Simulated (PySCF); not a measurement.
Simulated C 1s region for `C#CBC=C`, binding energy against the vacuum level.

Every computed line was given a Gaussian of 1.0 eV full width at half maximum and an area set by the number of equivalent atoms; the highest printed point is 100. Theory: delta-SCF UKS SCAN, pcX-2 on the ionised atom, pcseg-1 elsewhere, spin-free X2C (PySCF 2.14.0).

binding energy (eV), intensity and a bar:
```
    288.8          0 
    288.9          0 
    289.0          1 
    289.1          1 
    289.2          2 #
    289.3          4 #
    289.4          6 ##
    289.5         11 ###
    289.6         17 #####
    289.7         25 #######
    289.8         35 ###########
    289.9         47 ##############
    290.0         61 ##################
    290.1         74 ######################
    290.2         85 ##########################
    290.3         94 ############################
    290.4         99 ##############################
    290.5        100 ##############################
    290.6         96 #############################
    290.7         88 ##########################
    290.8         77 #######################
    290.9         64 ###################
    291.0         52 ###############
    291.1         39 ############
    291.2         29 #########
    291.3         20 ######
    291.4         13 ####
    291.5          9 ###
    291.6          5 ##
    291.7          3 #
    291.8          2 
    291.9          1 
    292.0          0 
    292.1          0 
    292.2          0
```

Task: Count the maxima, the lines and the sites behind this envelope.

Result: The curve has 1 maximum (at 290.5 eV). Under it lie 4 lines from 4 inequivalent carbon sites. At this width some lines have no maximum of their own.

Task: Decompose the envelope and assign each component. Numbering: `[CH:1]#[C:2][BH:3][CH:4]=[CH2:5]`.

Result: 
```tsv
position (eV)	relative area	line	atoms	environment
290.28	1	C 1s	C4	alkene CH carbon
290.37	1	C 1s	C2	alkyne carbon
290.49	1	C 1s	C1	terminal alkyne carbon
290.75	1	C 1s	C5	terminal =CH2 carbon
```

Task: What are the centre and the root-mean-square width of the whole band?

Result: The area-weighted mean of the lines is 290.47 eV. Their own spread about it is 0.18 eV (rms) and each Gaussian has σ = 1.0/2.355 = 0.42 eV; the variances add, which gives 0.46 eV.

The listed C 1s values span 0.47 eV, from C4 (bonded to C (double bond), H and B) to C5 (bonded to C (double bond) and 2 H). The widest gap between neighbouring values is 0.26 eV, between 290.49 and 290.75 eV. Summing the Pauling electronegativity differences to the bonded atoms, each weighted by its formal bond order, gives -0.86 for the lowest site and -0.70 for the highest; the largest sum, -0.35, belongs to C1, 0.26 eV below the top.

The curve has no shake-up lines and no vibrational structure. Spin contamination (⟨S²⟩ against 0.75 for a pure doublet) is marked for C 1s of C1 (0.86) and C 1s of C2 (0.87), which makes these values less certain. Isolated species at its PBE0-D3(BJ)/def2-SVP geometry (one conformer only).

Conformer computed: `[CH:1]#[C:2][BH:3][CH:4]=[CH2:5]`: C2–B3–C4–C5 -1°.
